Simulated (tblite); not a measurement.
C5H6F2OSi.
Numbering: `[CH:1]#[C:2]/[CH:3]=[CH:4]\[CH2:5][O:6][SiH:7]([F:8])[F:9]` (hydrogens: H10 on C1; H11 on C3; H12 on C4; H13, H14 on C5; H15 on Si7)

A start from a force field or distance geometry was refined with GFN2-xTB geometry optimisation, gas phase (tblite 0.8.0). Values at the start:

```csv
coordinate,start
C1≡C2,1.218 Å
C1–H10,1.050 Å
C2–C3,1.450 Å
C3=C4,1.329 Å
C3–H11,1.093 Å
C4–C5,1.491 Å
C4–H12,1.088 Å
C5–O6,1.379 Å
C5–H13,1.122 Å
O6–Si7,1.714 Å
Si7–F8,1.670 Å
Si7–F9,1.702 Å
Si7–H15,1.483 Å
C1–C2–C3,179.2°
C2–C3–C4,119.9°
C3–C4–C5,121.8°
C4–C5–O6,114.2°
C5–O6–Si7,107.7°
O6–Si7–F8,113.5°
O6–Si7–F9,106.3°
F8–Si7–F9,107.6°
```

How do these coordinates change at the GFN2-xTB level?

```json
{"coordinate": "O6–Si7", "GFN2-xTB (Å or °)": "1.595", "change": "-0.119"}
{"coordinate": "Si7–F9", "GFN2-xTB (Å or °)": "1.587", "change": "-0.115"}
{"coordinate": "Si7–F8", "GFN2-xTB (Å or °)": "1.599", "change": "-0.071"}
{"coordinate": "Si7–H15", "GFN2-xTB (Å or °)": "1.438", "change": "-0.045"}
{"coordinate": "C2–C3", "GFN2-xTB (Å or °)": "1.410", "change": "-0.040"}
{"coordinate": "C5–O6", "GFN2-xTB (Å or °)": "1.410", "change": "+0.031"}
{"coordinate": "C5–H13", "GFN2-xTB (Å or °)": "1.096", "change": "-0.026"}
{"coordinate": "C1≡C2", "GFN2-xTB (Å or °)": "1.201", "change": "-0.017"}
{"coordinate": "C3–H11", "GFN2-xTB (Å or °)": "1.082", "change": "-0.011"}
{"coordinate": "C4–H12", "GFN2-xTB (Å or °)": "1.080", "change": "-0.008"}
{"coordinate": "C3=C4", "GFN2-xTB (Å or °)": "1.332", "change": "+0.003"}
{"coordinate": "C4–C5", "GFN2-xTB (Å or °)": "1.494", "change": "+0.003"}
{"coordinate": "C1–H10", "GFN2-xTB (Å or °)": "1.049", "change": "-0.001"}
{"coordinate": "C5–O6–Si7", "GFN2-xTB (Å or °)": "132.4", "change": "+24.7"}
{"coordinate": "C2–C3–C4", "GFN2-xTB (Å or °)": "124.3", "change": "+4.4"}
{"coordinate": "O6–Si7–F9", "GFN2-xTB (Å or °)": "102.3", "change": "-4.0"}
{"coordinate": "F8–Si7–F9", "GFN2-xTB (Å or °)": "104.2", "change": "-3.4"}
{"coordinate": "C3–C4–C5", "GFN2-xTB (Å or °)": "124.2", "change": "+2.4"}
{"coordinate": "C4–C5–O6", "GFN2-xTB (Å or °)": "112.0", "change": "-2.2"}
{"coordinate": "O6–Si7–F8", "GFN2-xTB (Å or °)": "111.7", "change": "-1.8"}
{"coordinate": "C1–C2–C3", "GFN2-xTB (Å or °)": "178.6", "change": "-0.6"}
```

The energy falls by 113.4 kJ/mol over 160 L-BFGS steps, the largest force on an atom goes from 3.47 to 0.008 eV/Å, and the atoms move by 1.145 Å rms after alignment. The bond that changes most is O6–Si7 (silyl ether oxygen to fluorine-bound silicon), which shortens by 0.119 Å. Bonds longer at the end by more than 0.005 Å: 1 of 14; shorter: 10. Among the dihedrals that turn most is H14–C5–O6–Si7, from -55° to 167°. Rotational constants go from 2672, 623.6, 532.3 to 2823, 673.8, 660.3 MHz.

On one thread of an AMD EPYC 9R45, shared host, this took 0.74 s of wall time.

Its lowest GFN2-xTB frequency is 9 cm⁻¹, too small to tell a flat minimum from a shallow saddle. One conformer, not necessarily the lowest.

These are computed values.
